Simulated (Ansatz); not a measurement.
Reaction (ligand exchange at a Ge–O bond): `OC(=S)[O][GeH3]` + `OBF` → `FB[O][GeH3]` + `OC(O)=S`

Gas-phase electronic energies from Ansatz, PBE0-D4/def2-TZVP geometries. CCSD(T)/CBS adds triple-zeta CCSD(T) − MP2 to the extrapolated MP2 energy (def2 sets, frozen cores). This one scheme is used for every species. DFT in def2-TZVPP. For Ge outer-core shells are correlated without core-valence functions, which leaves a few kJ/mol of doubt a bond. Scalar relativity is left out up to krypton. One conformer a species, not always the lowest.

`OC(=S)[O][GeH3]`:

```xyz
9

O     0.116   -1.115    0.935
C     1.146   -0.531    0.301
S     2.698   -1.006    0.498
O     0.750    0.438   -0.472
Ge   -1.013    0.910   -0.641
H     0.489   -1.818    1.484
H    -1.515    1.354    0.733
H    -0.901    2.062   -1.638
H    -1.770   -0.295   -1.201
```

`OBF`:

```xyz
5

O    -0.239   -0.374    0.901
B     0.307    0.208   -0.181
F    -0.341    0.202   -1.345
H    -1.101   -0.768    0.730
H     1.374    0.733   -0.104
```

`FB[O][GeH3]`:

```xyz
8

F     0.795   -2.119   -1.626
B     0.109   -1.136   -1.054
O     0.681   -0.459   -0.053
Ge   -0.026    0.904    0.875
H    -0.995   -0.906   -1.469
H    -1.437    1.176    0.336
H     0.916    2.091    0.655
H    -0.043    0.448    2.337
```

`OC(O)=S`:

Z-matrix (Å, degrees):
```
C
O 1 1.320
S 1 1.626 2 124.4
O 1 1.335 2 110.7 3 -180.0
H 2 0.968 1 109.2 3 -180.0
H 4 0.966 1 106.9 2 -180.0
```

| level | ΔE (eV) |
| --- | --- |
| PBE0-D4 | 0.08 |
| PBE | 0.06 |
| HF/def2-QZVPP | 0.04 |
| CCSD/CBS(def2) | 0.08 |

What does CCSD(T)/CBS give? (Best estimate.)

Computed: +0.09 eV. The listed levels differ from it by -0.01, -0.03, -0.05, -0.01 eV.

Largest T1 diagnostic among the species: 0.016.

The D4 term adds +0.04 eV with B3LYP and +0.02 eV with PBE0; it sums over pairs of atoms, weighted by their polarisabilities, and B3LYP, whose exchange is more repulsive, gets the larger term. In def2-TZVPP, CCSD(T) changes the Hartree–Fock value by +0.03 eV (the triples alone add +0.01 eV) and MP2 by +0.04 eV.

B3LYP here is the variant with VWN-RPA as its local correlation; programs differ in this.
